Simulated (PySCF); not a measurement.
Bromoethane, C2H5Br.
Structure used (PBE0-D3(BJ)/def2-SVP), in Å, numbered top down from 1:
```
atom  x, y, z in Å
C1    -0.7313    0.2346    0.0130
C2     0.6642   -0.3369    0.0482
Br3    2.0222    1.0373   -0.2101
H4    -0.9374    0.7269   -0.9485
H5    -1.4649   -0.5770    0.1482
H6    -0.8826    0.9714    0.8154
H7     0.8335   -1.0733   -0.7480
H8     0.8986   -0.8044    1.0134
```

Level of theory: PySCF, PBE0-D3(BJ)/def2-SVP geometry optimisation, gas phase.

Masses are those of the commonest isotopes; rigid-rotor values at the optimised geometry. 

(1) What are A, B and C (GHz)?

(2) Classify the top.

(3) Is it planar, by Δ = Ic − Ia − Ib?

(4) Give the other two planar moments, Paa and Pbb, and the rms extents of the mass along the axes.

(5) Predict some low-J microwave lines.

(6) Estimate the classical rotational partition function at 100 K, 200 K and 298.15 K.

Results:

(1) Ia = 16.62, Ib = 133.35, Ic = 143.57 u·Å²; 505379 MHz·u·Å²/I gives 30406, 3790 and 3520 MHz, that is A = 30.406, B = 3.7899, C = 3.5201 GHz.

(2) A near-prolate asymmetric top. Ray's parameter κ = (2B − A − C)/(A − C) = -0.980; −1 is the prolate and +1 the oblate limit.

(3) Not planar: Δ = Ic − Ia − Ib = -6.40 u·Å². For a rigid frame Δ = −2 Σ m c², so Σ m c² = 3.20 u·Å² lies off the ab plane, practically all of it from hydrogen. The atom farthest from that plane is 0.90 Å away.

(4) Paa = Σ m a² = (Ib + Ic − Ia)/2 = 130.15 and Pbb = Σ m b² = (Ia + Ic − Ib)/2 = 13.42 u·Å². With the mass M = 107.96 u, the rms extents √(P/M) along a, b and c are 1.10, 0.35, 0.17 Å.

(5) The dipole components are |μa| = 1.93 D, |μb| = 0.59 D, |μc| = 0.00 D; the mirror of this Cs structure is the ab plane, so μc vanishes by symmetry and there are no c-type lines. Intensities carry the squares of the components, which stand as 1.00 : 0.09 (a : b). Some lines, for components of 0.1 D or more:

| type | branch | J(Ka,Kc) | MHz | lower level (cm⁻¹) |
| --- | --- | --- | --- | --- |
| a | Q | 2(1,1) ← 2(1,2) | 809 | 1.610 |
| a | R | 2(1,2) ← 1(1,1) | 14350 | 1.132 |
| a | R | 2(0,2) ← 1(0,1) | 14618 | 0.244 |
| a | R | 3(1,3) ← 2(1,2) | 21524 | 1.610 |
| a | R | 3(0,3) ← 2(0,2) | 21922 | 0.731 |
| a | R | 3(2,1) ← 2(2,0) | 21938 | 4.301 |
| a | R | 4(1,4) ← 3(1,3) | 28696 | 2.328 |
| a | R | 4(2,3) ← 3(2,2) | 29238 | 5.032 |
| a | R | 4(1,3) ← 3(1,2) | 29775 | 2.382 |
| a | R | 5(3,2) ← 4(3,1) | 36557 | 10.469 |
| a | R | 5(2,3) ← 4(2,2) | 36586 | 6.009 |
| b | R | 3(1,3) ← 2(0,2) | 47872 | 0.731 |
| b | R | 4(1,4) ← 3(0,3) | 54647 | 1.463 |
| b | Q | 4(2,2) ← 4(1,3) | 78938 | 3.375 |
| b | Q | 2(2,1) ← 2(1,2) | 80657 | 1.610 |
| b | Q | 3(2,2) ← 3(1,3) | 81063 | 2.328 |
| b | Q | 4(2,3) ← 4(1,4) | 81605 | 3.285 |
| b | R | 2(2,0) ← 1(1,1) | 95009 | 1.132 |
| b | Q | 3(3,0) ← 3(2,1) | 133745 | 5.033 |
| b | Q | 5(3,3) ← 5(2,4) | 133772 | 7.227 |
| b | R | 4(3,2) ← 3(2,1) | 162989 | 5.033 |
| b | R | 4(3,1) ← 3(2,2) | 162999 | 5.032 |
| b | Q | 4(4,0) ← 4(3,1) | 187251 | 10.469 |

(6) Point group Cs, symmetry number σ = 1; q = (√π/σ)·√((kT/h)³/(ABC)), k/h = 20836.6 MHz/K: 8370 at 100 K, 23700 at 200 K, 43100 at 298.15 K.

No PBE0-D3(BJ)/def2-SVP frequencies stand behind this structure, so it isn't proved a minimum. No vibrational averaging or centrifugal distortion is included, and the geometry carries the error of its method. A rigid rotor knows nothing of internal rotation, which can split or shift real lines. Quadrupole hyperfine structure (79Br) is left out.
